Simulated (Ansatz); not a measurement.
Mulliken charges of ClH$_{2}$OSn, SMILES `[OH][SnH][Cl]` radical from ωB97M-V/def2-TZVPP in Ansatz (PBE0-D4/def2-TZVP geometry).

```json
{"atom": "O1", "x (Å)": "-1.284", "y (Å)": "0.070", "z (Å)": "-0.537", "charge (e)": "-0.512"}
{"atom": "Sn2", "x (Å)": "0.679", "y (Å)": "0.119", "z (Å)": "-0.476", "charge (e)": "0.758"}
{"atom": "Cl3", "x (Å)": "1.263", "y (Å)": "-1.238", "z (Å)": "1.356", "charge (e)": "-0.357"}
{"atom": "H4", "x (Å)": "-1.653", "y (Å)": "-0.791", "z (Å)": "-0.318", "charge (e)": "0.178"}
{"atom": "H5", "x (Å)": "1.045", "y (Å)": "1.766", "z (Å)": "-0.066", "charge (e)": "-0.067"}
```

Task: By hand: the dipole of these point charges (1 e Å = 4.8032 D).

Result: Σ q r = (0.357, 0.237, -0.622) e Å, of length 0.755 e Å = 3.63 D.

Task: How does the dipole of the full density compare? (Best estimate.)

Result: Computed: (0.104, 0.030, -0.359) e Å, 1.80 D; the point charges give 2.02 times that, at 19° from its direction.

Point charges leave out the atoms' own dipoles, such as those of lone pairs, and Mulliken's split depends on the basis, so the two needn't agree.
